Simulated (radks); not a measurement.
Fractional charge and spin in the 3p shell of chromium: the spin-up occupation runs from 2 to 3 and the spin-down occupation from 2 to 3; the fullest corner is Cr+, [Ne] 3s2 3d(up 2.5, down 2.5) 3p(up 3, down 3). Method: scalar-relativistic Kohn-Sham, LDA (Slater exchange, Perdew-Wang correlation), spin-polarised, spherical densities, finite nucleus; Fermi nuclear charge, rms radius of each element as measured or else 0.836 A^(1/3) + 0.57 fm; computed with a radial shooting solver on a logarithmic mesh with Libxc functionals. Energy (eV) above the fullest corner. The planes named below are the two flat planes that join the four corners, with an edge along up + down = one added electron.

down \ up,2,2.5,3
2,136.356,95.713,59.445
2.5,95.713,59.771,27.891
3,59.445,27.891,0.000

Corners above the fullest one (they belong to Cr2+ and the next ion): (up 3, down 2) 59.445 eV, (up 2, down 3) 59.445 eV, (up 2, down 2) 136.36 eV. With half an added electron in each spin the energy lies 0.326 eV from the planes, and with half an added electron in spin up alone -2.188 eV. The planes are only a guide here: the flat-plane condition holds for ground states with one frontier orbital, while this shell lies below other occupied shells, so the corners above the fullest one are inner-hole states and not the ground states of those ions.
